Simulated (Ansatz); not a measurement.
Frontier orbitals of BH₄NZn, SMILES `[BH2][Zn][NH2]`.

Charge 0, multiplicity 1. For Zn the d shell is correlated and the shells below it are frozen. Scalar relativity is left out up to krypton. The geometry is a stationary point of PBE0-D4/def2-TZVP. It is one conformer, not always the lowest. Basis def2-TZVPP, Ansatz 0.2.0.

Orbital energies of one run (eV). Highest occupied ones, from the top: -8.99, -9.93, -12.13, -12.60, -14.91, -16.24, -16.52, -16.56, -16.56, -16.77, -17.41, -25.22, -90.39, -90.55. Empty: -0.13, 1.67, 2.06, 3.09, 3.32, 4.75.

Which functional gave them?
A. r2SCAN0
B. ωB97X-V
C. PBE0
D. LC-ωPBE

B. HOMO energies: ωB97X-V -8.99, r2SCAN0 -6.73, PBE0 -6.56, LC-ωPBE -9.40 eV.

LC-ωPBE has ω = 0.4 bohr⁻¹.
